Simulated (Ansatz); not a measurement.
Geometry optimisation, Ansatz, RKS B3LYP-D4/def2-SVP.

The input (input.yaml):

```yaml
crystal:
  periodic: [false, false, false]
  atoms:
    - { symbol: Ge, position_ang: [0.379319, 0.16525, -0.22026] }
    - { symbol: H, position_ang: [-1.119027, 0.441304, 2.078306] }
    - { symbol: O, position_ang: [1.124523, -0.002368, -1.804736] }
    - { symbol: H, position_ang: [1.721553, -0.761181, -1.870317] }
    - { symbol: O, position_ang: [-1.06864, 1.1403, -0.443677] }
    - { symbol: H, position_ang: [-1.248861, 1.254024, -1.389059] }
    - { symbol: O, position_ang: [0.068342, -1.462526, 0.37583] }
    - { symbol: H, position_ang: [-0.307359, -1.475736, 1.267466] }
    - { symbol: Cl, position_ang: [1.711868, 1.229825, 1.172058] }
    - { symbol: H, position_ang: [-0.491019, 0.632707, 2.368289] }
basis:
  gaussian: { orbitals: def2-SVP }
hamiltonian:
  xc: b3lyp
  dispersion: d4
relax:
  f_tol: 0.03
  max_steps: 50
output:
  orbitals: {}
```

Command:

```bash
$ ansatz run input.yaml --threads 4 --pin off --max-ram 5120MiB --backend cpu --events-out ev --progress --plain --runs-dir out
```

Problem. Where does it end, and by what steps?

Solution. The run converged. The force dipped under the threshold on the way, but the program's further checks kept it going. After 18 steps the energy has fallen by 0.179 eV; H2 moved furthest, 1.38 Å.

| step | energy less start (eV) | largest force component (eV/Å) | accepted |
| --- | --- | --- | --- |
| 0 | 0.0000 | 1.646 | yes |
| 1 | -0.1162 | 0.145 | yes |
| 2 | -0.1486 | 0.123 | yes |
| 3 | -0.1555 | 0.063 | yes |
| 4 | -0.1582 | 0.045 | yes |
| 5 | -0.1606 | 0.110 | yes |
| 6 | -0.1616 | 0.095 | yes |
| 7 | -0.1633 | 0.171 | yes |
| 8 | -0.1647 | 0.202 | yes |
| 9 | -0.1670 | 0.233 | yes |
| 10 | -0.1680 | 0.400 | yes |
| 11 | -0.1717 | 0.172 | yes |
| 12 | -0.1743 | 0.032 | yes |
| 13 | -0.1762 | 0.111 | yes |
| 14 | -0.1770 | 0.154 | yes |
| 15 | -0.1779 | 0.118 | yes |
| 16 | -0.1787 | 0.042 | yes |
| 17 | -0.1789 | 0.028 | yes |
| 18 | -0.1791 | 0.016 | yes |

```xyz
10
Properties=species:S:1:pos:R:3
Ge 0.361 0.346 -0.492
H -0.956 -0.235 3.265
O 1.348 -0.203 -1.841
H 1.806 -1.033 -1.648
O -0.847 1.452 -1.131
H -1.109 1.208 -2.030
O -0.291 -1.101 0.277
H -0.607 -0.935 1.177
Cl 1.456 1.479 0.986
H -0.391 0.184 2.971
```

Whether the end is a true minimum wasn't checked by a vibrational analysis.

Time of the run: 32 s on 4 threads of Arm Neoverse V2, with other jobs on the host, peak memory 0.3 GiB.
